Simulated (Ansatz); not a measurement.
**Energy profile**

The step: SiH₂O₂F₂ ([OH][Si]([OH])([F])[F]) → SiOF₂ ([O][Si]([F])[F]) + H₂O (still joined by a long Si–O bond); bonds formed: O2–H4; bonds broken: O3–H4; bonds weakened to dative contacts: Si1–O2 (atoms numbered as in the saddle structure below).

```
7
angstrom
Si -0.4936 0.0500 0.5003
O 0.9827 -0.2388 -0.5101
O -1.2882 -0.8073 -0.5066
H 0.1560 -0.7155 -1.0387
F -0.6034 1.6214 0.5891
F -0.1283 -0.4108 1.9563
H 1.3748 0.5010 -0.9902
```

Electronic energies by CCSD(T) at an estimated basis limit (MP2 extrapolated from triple and quadruple zeta, plus CCSD(T) − MP2 in triple zeta), on PBE0-D4/def2-TZVP structures; SiH2O2F2, closed shell; no counterpoise correction. Program: Ansatz 0.2.0. Basis: def2-TZVPP and def2-QZVPP. Cores are frozen in the correlated methods. Extrapolation: Hartree–Fock as exp(−7.88 √X), correlation as X^−2.97.

Give the profile in kcal/mol, counted from the start structure. (Judge from chemistry; the value comes from the calculation.)

The calculation gives:
| point | kcal/mol |
| --- | --- |
| start structure | 0.00 |
| saddle | 57.38 |
| end structure | 52.24 |
| separated: SiOF2 (linked as [O][Si]([F])[F]; Si1, O3, F5, F6; singlet) + H2O (O2, H4, H7; singlet) | 82.93 |

No T1 diagnostic of these runs exceeds 0.016.

For scale, one of the runs: CCSD(T)/def2-TZVPP, 194 basis functions, launched by `ansatz run in.yaml --threads 4 --pin off --events-out ev --progress --plain --max-ram 9574MiB`. Hardware: 4 CPU threads of an Arm Neoverse V2, shared host. Wall time 48 s; peak host memory 2.4 GiB.
